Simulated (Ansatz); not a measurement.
CH₈O₂Si₂ (`O[SiH2]OC[SiH3]`), relaxed with RKS PBE0-D4/def2-TZVP in Ansatz from a PBE-D4/def2-SVP geometry. The force threshold is 0.005 eV/Å; the program also tests the step.

Total charge 0; spin multiplicity 1.

Start:

```xyz
13

O     2.905    1.051   -0.883
Si    1.571    0.835    0.097
O     0.486   -0.194   -0.670
C    -0.935   -0.099   -0.609
Si   -1.631   -1.247    0.757
H     2.710    1.388   -1.775
H     0.818    2.115    0.380
H     2.133    0.238    1.349
H    -1.278    0.949   -0.427
H    -1.352   -0.396   -1.597
H    -3.134   -1.157    0.801
H    -1.222   -2.669    0.493
H    -1.070   -0.814    2.085
```

```tsv
step	energy (eV)	largest force (eV/Å)	largest move (Å)
1	-21008.9215	0.853	0.000
2	-21008.9862	0.510	0.034
3	-21009.0025	0.068	0.021
4	-21009.0031	0.221	0.041
5	-21009.0041	0.051	0.009
6	-21009.0042	0.048	0.022
7	-21009.0045	0.026	0.015
8	-21009.0047	0.009	0.015
9	-21009.0047	0.006	0.010
10	-21009.0048	0.013	0.045
11	-21009.0049	0.019	0.024
12	-21009.0050	0.020	0.021
13	-21009.0050	0.016	0.015
14	-21009.0050	0.011	0.010
15	-21009.0050	0.004	0.001
```

End:

```xyz
13

O     2.881    0.987   -0.855
Si    1.537    0.874    0.067
O     0.475   -0.157   -0.639
C    -0.938   -0.073   -0.552
Si   -1.608   -1.281    0.743
H     2.774    1.245   -1.772
H     0.833    2.179    0.221
H     2.020    0.372    1.373
H    -1.264    0.950   -0.315
H    -1.355   -0.313   -1.536
H    -3.092   -1.178    0.795
H    -1.219   -2.671    0.394
H    -1.044   -0.935    2.075
```

Run time 56 s (4 threads of an Arm Neoverse V1 on a shared host); peak host memory 0.6 GiB.
